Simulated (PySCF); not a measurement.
ClFH2Se2Si. Atoms are numbered in the order given.

```xyz
7

F     -1.1007    -0.7705    -1.5685
Si    -0.4764    -0.1535    -0.2091
Cl    -2.0151     0.0998     1.1141
Se     0.4773     1.7630    -0.8763
Se     0.9292    -1.5627     0.8142
H      1.0649     1.9789     0.4499
H      1.9445    -1.4023    -0.2331
```

The structure is a stationary point at ωB97X-D3(BJ)/def2-SVP. One conformer was computed; it need not be the lowest.

Method: PBE/def2-TZVP (PySCF).

The total energy comes out as -5652.94612 hartree, the highest occupied level is -6.36 eV and the lowest empty level comes out as -1.74 eV. The orbital gap comes out as 4.62 eV. The dipole moment is 1.81 D. The quadrupole, principal values (traceless, Buckingham form, about the centre of nuclear charge) comes out as -2.14, -0.06, 2.20 D·Å and the mean static polarisability is 89.1 bohr³ (13.20 Å³). The polarisability, principal values is 70.3, 91.8, 105.2 bohr³.
